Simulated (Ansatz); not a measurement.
`[AlH2][O][GaH][SiH3]` and `[AlH2][O][GaH2]` differ in one atom or group.

Ansatz, PBE0-D4/def2-TZVP geometries, multiplicity 1. Each molecule was computed in one conformer, which needn't be the lowest.

Scalar relativity is left out up to krypton.

| property | `[AlH2][O][GaH][SiH3]` |
| --- | --- |
| HOMO energy (ωB97M-V/def2-TZVPP) / eV | -9.63 |
| LUMO energy (B3LYP/def2-TZVPP) / eV | -1.89 |
| HOMO–LUMO gap (PBE/def2-TZVPP) / eV | 4.01 |
| LUMO energy (PBE/def2-TZVPP) / eV | -2.43 |
| HOMO–LUMO gap (PBE0/def2-TZVPP) / eV | 5.92 |
| size of the dipole moment (PBE/def2-TZVPP) / D | 0.88 |

(1) Give the same properties after the change, and the shifts. (Best estimate.)

Results:

(1) Ansatz gave: 
```csv
property,`[AlH2][O][GaH2]`,shift
HOMO energy (ωB97M-V/def2-TZVPP) / eV,-10.20,-0.57
LUMO energy (B3LYP/def2-TZVPP) / eV,-1.54,0.35
HOMO–LUMO gap (PBE/def2-TZVPP) / eV,4.65,0.64
LUMO energy (PBE/def2-TZVPP) / eV,-2.06,0.37
HOMO–LUMO gap (PBE0/def2-TZVPP) / eV,6.73,0.81
size of the dipole moment (PBE/def2-TZVPP) / D,0.88,0.00
```

With PBE0 the HOMO falls by 0.41 eV and the LUMO rises by 0.41 eV, so the gap widens by about 0.82 eV. PBE moves the HOMO by -0.27 eV and ωB97M-V by -0.57 eV. Dipoles are sizes alone; their direction can turn.

Positive LUMOs are unbound, so they and the gaps depend on the basis.

B3LYP here is the variant with VWN-RPA as its local correlation; programs differ in this.
